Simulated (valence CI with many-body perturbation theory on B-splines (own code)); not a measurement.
Cu7+ in brief

Level of theory: valence CI with perturbative core correlation (CI+MBPT): four valence electrons over a frozen Dirac-Fock core [Ar], radial functions for each j: 9 s, 9 p, 10 d, 8 f, 5 g, 3 h, 1 i, with the one-electron correlation potential Σ1 (screened to all orders), the two-electron term Σ2, the three-electron term Σ3, Breit, model QED; selected single and double excitations, second order for the rest, scaled by the run's own slope (own B-spline code, finite nucleus).

No measured levels were compared; by estimate terms of the open shell hold to 2 to 4 % of their energy, and close levels can change places; different configurations can be misplaced against each other by 1,000 to 8,000 cm⁻¹. Core correlation moves these levels by up to 3500 cm⁻¹, and in measured spectra 5 to 20 % of such shifts remained as error; rates that hang on mixing are uncertain with them. The list stops below the first excitations out of the core. Only levels of the ground parity were solved; by the run's estimate the other parity begins above the list, which can be wrong where configurations are misplaced.

Rates and lifetimes use the calculated energies. Strong lines usually hold to 10 to 20 %, long lifetimes can be off by a factor of two.

(1) What is the ground level?

(2) How is the term 5D of the ground level split?

(3) How well does LS coupling describe the low levels?

(4) What is the ionisation energy?

## Answers

(1) 3d4 5D_0, composition 99 % 3d4 5D.

(2) J = 0 at 0.0, J = 1 at 379, J = 2 at 1072, J = 3 at 2008, J = 4 at 3129 cm⁻¹.

(3) Among the lowest 20 levels the leading LS term, summed over configurations, holds 96 % on average. For single configurations the figures are 95 % in LS and 53 % in jj coupling. Terms mix most in the J = 3 level at 37588 cm⁻¹, where the leading one holds 84 %.

(4) 166.34 eV; NIST lists 166 ± 2.1 eV (theoretical).
